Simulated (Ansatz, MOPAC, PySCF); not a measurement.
Bond stretch in SiH, doublet.

FCI = full CI/aug-cc-pVTZ, frozen core run with Ansatz (a first-principles code); PM6, unrestricted, heats of formation (MOPAC); UMP2/3-21G = unrestricted MP2 (frozen core)/3-21G run with PySCF.

Energies are in kJ/mol, each relative to the lowest point of its own curve near equilibrium.

```tsv
R / Å	FCI	PM6	UMP2/3-21G
1.13	219.9	145.6	246.2
1.23	103.3	80.4	120.1
1.29	59.6	51.7	72.0
1.38	20.0	21.1	26.9
1.44	6.5	8.5	10.4
1.47	2.8	4.3	5.2
1.53	0.0	0.0	0.0
1.59	2.4	0.8	0.1
1.60	3.2	1.3	0.6
1.71	17.7	15.1	11.6
1.79	33.0	32.2	24.7
1.90	57.6	62.0	47.6
2.11	108.6	128.9	107.1
2.32	157.3	197.7	153.4
2.49	191.8	232.8	175.5
2.74	232.4	263.8	194.0
3.01	262.6	281.4	204.1
3.39	285.7	292.4	210.3
3.78	295.2	296.6	212.9
4.10	298.4	297.9	213.8
4.55	300.3	298.7	214.4
5.31	301.1	298.9	214.7
6.17	301.3	298.9	214.8
```

At the longest distance, 6.17 Å, FCI lies highest above its minimum (301.3 kJ/mol) and UMP2/3-21G lowest (214.8 kJ/mol).

The unrestricted determinant behind UMP2/3-21G is spin-contaminated at 2.11 to 6.17 Å (<S²> up to 1.8, against 0.75 for a pure doublet).
